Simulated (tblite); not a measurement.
Cl4MoO, triplet, geometry from GFN2-xTB (such geometries of metal compounds can be far from the true shape) (the multiplicity is a formal guess); GFN1-xTB run with tblite.

tblite was given this input:
```
$ tblite run mol.xyz --method gfn1 --charge 0 --spin 2 --spin-polarized --json tblite.json --no-restart

# file mol.xyz
6

Mo     0.48749864    -0.17709820     0.15070901
O      1.38127443    -0.74911435     1.38941818
Cl    -1.65814993    -0.20351762    -1.22695926
Cl     0.06111374     2.01757753     0.56074168
Cl     1.49379273    -0.55592510    -1.72486824
Cl    -1.75117642    -0.46807367     1.36490205
```

The log (banner, timings and long lists left out):

```
xTB calculator
 | screened Coulomb repulsion
 | Coulomb electrostatics
 |  * isotropic Klopman-Ohno-Mataga-Nishimoto electrostatics
 |  * onsite third-order electrostatics
 | DFT-D3(BJ) dispersion correction
 | Interactions (1)
 | [1] spin polarization

halogen bonding energy    0.0000000000000E+00 Eh
repulsion energy          6.1469439582607E-02 Eh
dispersion energy        -4.6064188417001E-03 Eh
interaction energy        0.0000000000000E+00 Eh
number of electrons       4.0000000000000E+01 e
integral cutoff           4.0000000000000E+01 bohr

------------------------------------------------------------
  cycle        total energy    energy error   density error
------------------------------------------------------------
      1     -23.38055942662  -2.3437422E+01   6.5522859E-01
      2     -23.86442231041  -4.8386288E-01   2.2856668E-01
      3     -23.86926048018  -4.8381698E-03   1.3615075E-01
      4     -23.86021346709   9.0470131E-03   6.7721728E-02
      5     -23.87265359560  -1.2440129E-02   2.5533536E-02
      6     -23.87414921749  -1.4956219E-03   1.0649548E-02
      7     -23.87435032950  -2.0111201E-04   3.8104148E-03
      8     -23.87438604348  -3.5713978E-05   1.5514921E-03
      9     -23.87439124887  -5.2053895E-06   3.5320963E-04
     10     -23.87439142765  -1.7877842E-07   1.5263789E-04
     11     -23.87439149408  -6.6437057E-08   1.0719373E-05
------------------------------------------------------------

electronic energy        -2.3931254514823E+01 Eh
total energy             -2.3874391494082E+01 Eh

Post processing:
 | Mayer-Wiberg bond orders

[Info] JSON dump of results written to 'tblite.json'
```
